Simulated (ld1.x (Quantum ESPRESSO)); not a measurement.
## Transferability test, PAW potential for Zn (Z = 30)

| Property | Result |
| --- | --- |
| Element | Zn |
| Generator | ld1.x (Quantum ESPRESSO) 7.5 |
| Type | PAW |
| Functional | LDA (PZ) |
| Relativity | scalar-relativistic |
| Frozen core | [Ar] |
| Valence charge | 12 |
| Reference configuration | 3d10 4s2 4p0 |
| Partial waves | 4s (bound): rcut 1.85, rcutus 2.10 bohr; 4s channel at 1.85 Ry: rcut 1.85, rcutus 2.10 bohr; 4p (bound, empty): rcut 1.95, rcutus 2.45 bohr; 4p channel at 0.45 Ry: rcut 1.95, rcutus 2.45 bohr; 3d (bound): rcut 1.05, rcutus 1.40 bohr; 3d channel at 2.35 Ry: rcut 1.05, rcutus 1.40 bohr |
| Local potential | all-electron potential smoothed inside 1.90 bohr (lloc = -1) |
| Core correction | a·sin(br)/r model core, default radius (ld1.x builds one for every PAW set, though the input has nlcc=.false.) |
| Augmentation charge | PSQ, inside the norm-conserving radii |

Energies are relative to the spin-unpolarised reference configuration 3d10 4s2 4p0; without spin polarisation the order of configurations can differ from experiment. Spin-polarised rows fill each open shell by Hund’s rule, majority spin first. Not all tests gave a result: 2 of 9 tests not solved or not reliable. Left out of the table: 3d9 4s0 4p0 (solver errors, printed error -1224 eV); 3d9 4s0 4p0 (spin-polarised) (solver errors, printed error -1224 eV). The frozen-core shift is the all-electron ΔE with the core orbitals held at their reference shape minus the fully relaxed ΔE.

```
        valence configuration  charge  ΔE all-electron (eV)  error AE − PS (meV)  frozen-core shift (meV)
               3d10 4s1.5 4p0    +0.5                 4.078                 -0.6                     +0.7
                 3d10 4s0 4p2       0                10.754                 -1.5                     +2.6
                 3d10 4s1 4p1       0                 5.184                 -0.7                     +1.0
                  3d9 4s2 4p0      +1                18.205                 -116                     +114
3d10 4s1 4p0 (spin-polarised)      +1                 9.942                 -1.4                     +2.8
```

(1) What are ΔE and the potential's error for 3d10 4s1 4p0?

(2) What are ΔE and the potential's error for 3d10 4s0 4p0?

Levels in the configuration 3d10 4s1 4p1:

```json
{"level": "3d", "all-electron (eV)": "-12.593", "pseudo (eV)": "-12.587"}
{"level": "4s", "all-electron (eV)": "-7.645", "pseudo (eV)": "-7.646"}
{"level": "4p", "all-electron (eV)": "-2.258", "pseudo (eV)": "-2.258"}
```

Answers

(1) ΔE = 10.190 eV all-electron; the error (AE − PS) is -1.3 meV.

(2) ΔE = 28.959 eV all-electron; the error (AE − PS) is -2.7 meV.
